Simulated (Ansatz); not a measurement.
Cartesian coordinates (Å):
SMILES: c1([SiH3])c(C)cc2ccsc2c1
```xyz
21

C     -1.9220    -1.5027    -0.8277
C     -0.7519    -0.6663    -0.3704
C      0.5481    -1.0723    -0.6565
C      1.6552    -0.3075    -0.2397
C      3.0625    -0.5474    -0.4307
C      3.8412     0.4264     0.1217
S      2.9214     1.6871     0.9031
C      1.4187     0.8902     0.4807
C      0.1179     1.3120     0.7762
C     -0.9741     0.5439     0.3569
Si    -2.7085     1.1426     0.7725
H     -2.5361    -1.8378     0.0253
H     -2.5883    -0.9325    -1.4969
H     -1.5888    -2.3979    -1.3715
H      0.7175    -1.9981    -1.2129
H      3.4627    -1.4134    -0.9594
H      4.9290     0.4855     0.1195
H     -0.0399     2.2391     1.3330
H     -3.5199     1.3779    -0.4595
H     -2.5956     2.4222     1.5296
H     -3.4489     0.1491     1.6067
```
Charge 0, spin multiplicity 1.

Method: Ansatz (an electronic-structure program) with frozen-core CCSD(T)/cc-pVDZ // B3LYP-D3(BJ)/def2-SVP. The restricted HF reference is unstable towards unrestricted orbitals.

The HF energy is -1033.11963 Ha and the MP2 correlation energy comes out as -1.42444 Ha.

**Question.** Estimate the CCSD correlation energy, the (T) correction, the total energy and the T1 diagnostic.

**Answer.** 
- CCSD correlation energy = -1.49597 Ha
- (T) correction = -0.06797 Ha
- CCSD(T) total energy = -1034.68358 Ha
- T1 diagnostic = 0.012
